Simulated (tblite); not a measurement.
Species: CH₉BrSeSi₃.
Atom-mapped SMILES: `[CH3:1][SiH2:2][SiH2:3][Se:4][SiH2:5][Br:6]` (hydrogens: H7, H8, H9 on C1; H10, H11 on Si2; H12, H13 on Si3; H14, H15 on Si5)

Computed with GFN2-xTB (tblite), gas phase: L-BFGS steps from a force-field or distance-geometry start until the largest atomic force falls under 0.01 eV/Å.

At the end of the run (lengths in Å): Si2–Si3 2.333, Si3–Se4 2.359, Se4–Si5 2.253, C1–H7 1.085, Si5–Br6 2.228, C1–H8 1.086, C1–Si2 1.896, C1–Si2–Si3 106.5°, Se4–Si5–Br6 111.4°, Si3–Se4–Si5 104.8°, Si2–Si3–Se4 109.6°, C1–Si2–Si3–Se4 180°, Si2–Si3–Se4–Si5 88°, Si3–Se4–Si5–Br6 -27°, H14–Si5–Se4–Si3 -143°, H12–Si3–Si2–C1 -63°.

**Question.** These geometries were met on the way; a selection of coordinates is given. Order them by energy above the end point, lowest first.
A. Si2–Si3 2.330, Si3–Se4 2.320, Se4–Si5 2.267, C1–H7 1.086, Si5–Br6 2.211, C1–H8 1.086, C1–Si2 1.898, C1–Si2–Si3 110.3°, Se4–Si5–Br6 110.7°, Si3–Se4–Si5 104.4°, Si2–Si3–Se4 108.3°, C1–Si2–Si3–Se4 -118°, Si2–Si3–Se4–Si5 143°, Si3–Se4–Si5–Br6 -130°, H14–Si5–Se4–Si3 114°, H12–Si3–Si2–C1 -2°
B. Si2–Si3 2.309, Si3–Se4 2.317, Se4–Si5 2.258, C1–H7 1.078, Si5–Br6 2.189, C1–H8 1.078, C1–Si2 1.886, C1–Si2–Si3 111.6°, Se4–Si5–Br6 107.7°, Si3–Se4–Si5 107.8°, Si2–Si3–Se4 110.1°, C1–Si2–Si3–Se4 -116°, Si2–Si3–Se4–Si5 142°, Si3–Se4–Si5–Br6 -132°, H14–Si5–Se4–Si3 113°, H12–Si3–Si2–C1 5°
C. Si2–Si3 2.334, Si3–Se4 2.356, Se4–Si5 2.260, C1–H7 1.086, Si5–Br6 2.219, C1–H8 1.085, C1–Si2 1.899, C1–Si2–Si3 109.4°, Se4–Si5–Br6 110.0°, Si3–Se4–Si5 103.2°, Si2–Si3–Se4 107.6°, C1–Si2–Si3–Se4 -158°, Si2–Si3–Se4–Si5 131°, Si3–Se4–Si5–Br6 -51°, H14–Si5–Se4–Si3 -165°, H12–Si3–Si2–C1 -42°
D. Si2–Si3 2.331, Si3–Se4 2.351, Se4–Si5 2.259, C1–H7 1.084, Si5–Br6 2.221, C1–H8 1.086, C1–Si2 1.896, C1–Si2–Si3 107.3°, Se4–Si5–Br6 111.7°, Si3–Se4–Si5 104.8°, Si2–Si3–Se4 107.1°, C1–Si2–Si3–Se4 -147°, Si2–Si3–Se4–Si5 139°, Si3–Se4–Si5–Br6 -69°, H14–Si5–Se4–Si3 173°, H12–Si3–Si2–C1 -30°
E. Si2–Si3 2.241, Si3–Se4 2.295, Se4–Si5 2.301, C1–H7 1.127, Si5–Br6 2.266, C1–H8 1.120, C1–Si2 1.863, C1–Si2–Si3 112.4°, Se4–Si5–Br6 106.2°, Si3–Se4–Si5 106.8°, Si2–Si3–Se4 111.4°, C1–Si2–Si3–Se4 -115°, Si2–Si3–Se4–Si5 142°, Si3–Se4–Si5–Br6 -132°, H14–Si5–Se4–Si3 114°, H12–Si3–Si2–C1 7°

**Answer.** C (0.054 eV), D (0.091 eV), A (0.154 eV), B (0.249 eV), E (0.448 eV).

```tsv
step	E above end (eV)	rms distance from the end, all atoms (Å)	largest force (eV/Å)	rms shift of all bonds from the end (Å)
125	0.054	0.595	0.089	0.004
110	0.091	0.742	0.123	0.004
30	0.154	1.206	0.100	0.012
4	0.249	1.214	0.356	0.018
0	0.448	1.222	1.626	0.039
```

Rows stand in the order of the answer.
